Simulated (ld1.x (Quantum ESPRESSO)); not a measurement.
## u(r) = r·R(r): atom against pseudo-atom (zirconium)

Columns: radius, all-electron u(r) and pseudo u(r) of the 5p shell (level -2.59 eV) of zirconium in the configuration [Ar] 3d10 4s2 4p6 4d2 5s1.75 5p0; PBE, scalar-relativistic, ultrasoft scheme, ld1.x (Quantum ESPRESSO) 7.5.

```csv
r (bohr),all-electron,pseudo
0.185,-0.0207,0.0415
0.370,-0.1182,0.1485
0.555,0.0026,0.2762
0.740,0.1356,0.3731
0.925,0.2041,0.4035
1.110,0.2072,0.3600
1.295,0.1638,0.2622
1.480,0.0942,0.1426
1.665,0.0134,0.0289
1.850,-0.0690,-0.0668
2.035,-0.1471,-0.1471
2.220,-0.2181,-0.2181
2.405,-0.2808,-0.2808
2.590,-0.3348,-0.3348
2.775,-0.3802,-0.3802
2.960,-0.4175,-0.4175
3.145,-0.4471,-0.4471
3.330,-0.4696,-0.4696
3.515,-0.4856,-0.4856
3.700,-0.4958,-0.4958
3.885,-0.5008,-0.5008
4.070,-0.5013,-0.5013
4.255,-0.4980,-0.4980
4.440,-0.4914,-0.4914
4.625,-0.4822,-0.4822
4.810,-0.4710,-0.4710
```

Task: How many radial nodes do the two functions have?

Result: The all-electron 5p function has n − l − 1 = 3 (the table is too coarse to show those close to the nucleus); the pseudo-wave has 1, since 1 lower shell of the same l stays in the valence.

Task: At about which radius was the pseudo-wave matched?

Result: 2.15 bohr, where the columns begin to agree (steps of 0.18 bohr).

Task: Is the pseudo-wave norm-conserving?

Result: No, it belongs to an ultrasoft set: the norm inside the radius is not constrained, and the difference is carried by the augmentation charge.
